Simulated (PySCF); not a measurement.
A structure optimised at PBE0-D3(BJ)/def2-SVP, used in a PySCF frequency run:

```xyz
10

C      0.0000     0.0000     2.6967
C      0.0000     0.0000     1.4795
Si     0.0000     0.0000    -0.3580
O      0.6691    -1.3935    -0.9157
O      0.8722     1.2762    -0.9157
O     -1.5414     0.1172    -0.9157
H      0.0000     0.0000     3.7726
H      0.2744    -2.2163    -0.6139
H      1.7822     1.3458    -0.6139
H     -2.0566     0.8706    -0.6139
```

Question: Write its SMILES, formula and point group.

Answer: C#C[Si](O)(O)O, C2H4O3Si, C3

Question: What are its rotational constants (standard atomic weights)?

Answer: 3.8944, 2.1251, 2.1251 GHz
